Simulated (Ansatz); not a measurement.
Ge3Sb2⁻. Total charge -1; doublet. Geometry r2SCAN-D4/def2-SVPD, basis def2-TZVPD, Ansatz.

```csv
atom,x (Å),y (Å),z (Å)
Sb1,2.004,0.367,0.479
Sb2,0.595,-1.149,-1.645
Ge3,-1.940,-0.974,-1.346
Ge4,-0.983,0.295,0.442
Ge5,0.325,1.460,2.070
```

```json
{"run": "A", "HOMO (eV)": "-1.64", "LUMO (eV)": "1.42"}
{"run": "B", "HOMO (eV)": "-0.63", "LUMO (eV)": "0.16"}
{"run": "C", "HOMO (eV)": "-0.34", "LUMO (eV)": "0.09"}
{"run": "D", "HOMO (eV)": "-0.42", "LUMO (eV)": "0.23"}
{"run": "E", "HOMO (eV)": "-1.09", "LUMO (eV)": "0.69"}
```

In the def2 sets Sb takes a core potential; there is no spin–orbit coupling. Another isomer (doublet) lies 0.95 eV lower at PBE0-D4/def2-TZVPD; other spin states weren't run for this one.

HOMO and LUMO are taken over both spins.

Task: The runs used B97M-V, BHLYP, PBE, PBE0, r2SCAN. Estimate which is which.

Result: A BHLYP (50 % exact exchange); B r2SCAN (0 % exact exchange); C PBE (0 % exact exchange); D B97M-V (0 % exact exchange); E PBE0 (25 % exact exchange). Exact exchange lowers occupied and raises empty levels; among semilocal functionals meta-GGAs tend to open the gap a little, and such runs are hard to tell apart. The gap grows from 0.44 eV (PBE) to 3.05 eV (BHLYP).
